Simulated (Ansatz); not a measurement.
Reaction (redistribution): `O[SiH2][SiH](S)Cl` + `CNBO` → `C[SiH](S)Cl` + `OBN[SiH2]O`

Program: Ansatz. Geometries: PBE0-D4/def2-TZVP. ΔE: electronic, gas phase. CCSD(T)/CBS adds triple-zeta CCSD(T) − MP2 to the extrapolated MP2 energy (def2 sets, frozen cores). DFT in def2-TZVPP. B3LYP here is the variant with VWN-RPA as its local correlation; programs differ in this. One conformer a species, not always the lowest.

Is it downhill or uphill in electronic energy at CCSD(T)/CBS, and by how much? (An estimate is asked.)

Ansatz gave: Downhill: ΔE = -1.54 eV.

What do these levels give: PBE-D4, r2SCAN-D4, ωB97X-V, ωB97M-V, r2SCAN, B3LYP, MP2/def2-TZVPP, CCSD/def2-TZVPP, CCSD(T)/def2-TZVPP, HF/def2-QZVPP, HF/CBS(def2), CCSD/CBS(def2)? (Best estimate.)

Computed: PBE-D4 -1.26, r2SCAN-D4 -1.48, ωB97X-V -1.46, ωB97M-V -1.56, r2SCAN -1.48, B3LYP -1.43, MP2/def2-TZVPP -1.64, CCSD/def2-TZVPP -1.55, CCSD(T)/def2-TZVPP -1.54, HF/def2-QZVPP -1.62, HF/CBS(def2) -1.62, CCSD/CBS(def2) -1.56 eV.

Largest T1 diagnostic among the species: 0.012.

From PBE to PBE0 (25 % exact exchange), in def2-TZVPP and without D4, ΔE moves by −0.10 eV.
